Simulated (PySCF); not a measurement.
**Electron correlation in Rh³⁺ (rhodium, charge +3)**

Starting occupation: [Kr] 4d5 5p1, 4d5/2 with m_j = -3/2, -1/2, +1/2, +3/2, +5/2, 5p3/2 with m_j = +3/2. Calculation: PySCF 2.14, in x2c-SVPall-2c with one added diffuse shell each of s, p, d type (7s9p7d1f, 76 functions); X2C-1e with screened-nucleus spin-orbit coupling, Gaussian nucleus. Frozen: [Ar] 3d10; 14 electrons correlated; the 6 highest virtual spinors left out.

MP2 pair energies summed by pair of shells (mhartree):

| pair | energy | share (%) |
| --- | --- | --- |
| 4d-4p | -116.24 | 43.2 |
| 4p-4p | -56.44 | 21.0 |
| 4d-4d | -47.70 | 17.7 |
| 4p-4s | -15.06 | 5.6 |
| 4d-5p | -13.55 | 5.0 |
| 4p-5p | -10.48 | 3.9 |
| 4d-4s | -6.47 | 2.4 |
| 4s-4s | -2.58 | 1.0 |
| 4s-5p | -0.51 | 0.2 |

Total MP2 correlation energy: -269.03 mhartree.

The GHF reference relaxed away from the jj start to a determinant that is no pure jj level (⟨S²⟩ = 11.95, ⟨J²⟩ = 20.00); the energies belong to that determinant.

This basis was not built for core-valence correlation, so the inner-shell part is incomplete.
